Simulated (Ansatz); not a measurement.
Cost and result for the atomization energy of `COBS` (9 atoms, 8 bonds).

Z-matrix (Å, degrees):
```
C
O 1 1.412
H 1 1.094 2 111.4
H 1 1.092 2 108.9 3 120.7
H 1 1.092 2 108.9 3 -120.7
B 2 1.343 1 121.9 3 -0.2
S 6 1.807 2 117.2 1 -180.0
H 6 1.199 2 121.9 1 0.0
H 7 1.341 6 95.3 2 -180.0
```

Total charge 0; spin multiplicity 1. All single points use the PBE0-D4/def2-TZVP geometry. It is one conformer, not always the lowest. Program: Ansatz. All runs use 2 threads of a server CPU on a shared host. Times are those of one run each, without the atoms' runs, and a repeat can differ threefold. Electronic energies, without spin–orbit coupling; frozen cores. CCSD(T)/CBS adds CCSD(T) − MP2 in def2-TZVPP to the MP2 limit, and its time is that of the two runs behind it. T1 = 0.013. B3LYP takes the VWN-RPA correlation (the form of Gaussian; ORCA's B3LYP/G). HSE06 is the plane-wave form, built on full-range PBE exchange.

CCSD(T)/CBS is a level of theory with its own doubt, some kJ/mol a heavy atom from the limit and from the frozen cores, so smaller differences don't rank the functionals.

```csv
level,functions,wall time
BLYP-D4/def2-TZVPP,205,2.5 s
CCSD(T)/def2-SVP,85,2.8 s
PBE-D4/def2-TZVPP (with forces),205,3 s
HSE06-D4/def2-TZVPP,205,3.7 s
r2SCAN-D4/def2-TZVPP (with forces),205,5.5 s
B3LYP-D4/def2-TZVPP (with forces),205,5.5 s
B2PLYP/def2-TZVPP,205,6 s
r2SCANh-D4/def2-TZVPP,205,6.5 s
ωB97X-V/def2-TZVPP,205,9 s
ωB97M-V/def2-TZVPP (with forces),205,13 s
MP2/def2-QZVPP,391,24 s
CCSD(T)/def2-TZVPP,205,76 s
CCSD(T)/CBS(def2),–,100 s
```

Task: What atomization energy does each give, and how far from CCSD(T)/CBS? (An estimate is asked.)

Result: Ansatz gave: 
| level | atomization (kJ/mol) | difference from CCSD(T)/CBS | per bond |
| --- | --- | --- | --- |
| BLYP-D4/def2-TZVPP | 3370.0 | 5.2 | 0.6 |
| CCSD(T)/def2-SVP | 3208.7 | -156.1 | -19.5 |
| PBE-D4/def2-TZVPP (with forces) | 3440.2 | 75.4 | 9.4 |
| HSE06-D4/def2-TZVPP | 3382.7 | 17.9 | 2.2 |
| r2SCAN-D4/def2-TZVPP (with forces) | 3392.6 | 27.8 | 3.5 |
| B3LYP-D4/def2-TZVPP (with forces) | 3374.8 | 10.0 | 1.2 |
| B2PLYP/def2-TZVPP | 3341.8 | -23.0 | -2.9 |
| r2SCANh-D4/def2-TZVPP | 3370.8 | 6.0 | 0.7 |
| ωB97X-V/def2-TZVPP | 3380.6 | 15.8 | 2.0 |
| ωB97M-V/def2-TZVPP (with forces) | 3390.8 | 26.0 | 3.3 |
| MP2/def2-QZVPP | 3389.0 | 24.2 | 3.0 |
| CCSD(T)/def2-TZVPP | 3283.7 | -81.1 | -10.1 |
| CCSD(T)/CBS(def2) | 3364.8 | 0.0 | 0.0 |

From r2SCAN to r2SCAN0 (25 % exact exchange), in def2-TZVPP and without D4, the atomization energy moves by −53.5 kJ/mol: exact exchange takes away binding that semilocal exchange gives to molecules. In def2-TZVPP, CCSD(T) changes the Hartree–Fock value by +785.0 kJ/mol (the triples alone add +48.3 kJ/mol) and MP2 by +842.5 kJ/mol; breaking electron pairs costs correlation energy, which Hartree–Fock lacks. The D4 term adds +22.5 kJ/mol with B3LYP and +11.7 kJ/mol with PBE0; it sums over pairs of atoms, weighted by their polarisabilities, and B3LYP, whose exchange is more repulsive, gets the larger term.
